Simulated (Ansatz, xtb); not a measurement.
# Ranking isomers of C3H10OSSi

3 gas-phase structures of C3H10OSSi, from a drawn sample of its isomers (lower ones may exist). Each was relaxed with GFN2-xTB; where two conformers were screened, the lower at r2SCAN-D4/def2-SVP is listed:

A. `COC[Si@@H](C)S`, a singlet
B. `CO[Si](C)(C)S`, a singlet
C. `CO[Si@@H](C)CS`, a singlet

Task: Estimate their order in r2SCAN-D4/def2-SVP energy at these geometries, lowest first.

Result: Calculated order at r2SCAN-D4/def2-SVP: B (0.0), C (138.1), A (184.2) kJ/mol.

Energies above the lowest of each column, in kJ/mol; the last columns are at B3LYP/def2-SVP geometries:

```tsv
structure	GFN2-xTB	HF/STO-3G	r2SCAN-D4/def2-SVP	B3LYP/def2-SVP	CCSD(T)/def2-SVP + ΔMP2/def2-TZVPP
B	0.0	0.0	0.0	0.0	0.0
C	71.7	99.1	138.1	125.6	131.1
A	131.4	88.2	184.2	178.1	200.3
```

Every level run on B puts it lowest or level with the lowest. Flexible structures stand in one conformer each, not always the lowest. The ΔMP2 step shifts differences by up to 18.0 kJ/mol, which makes them less sure. ΔMP2 is the change of the MP2 energy from the smaller to the larger basis.

Programs: Ansatz 0.2.0, xtb 6.7.1.
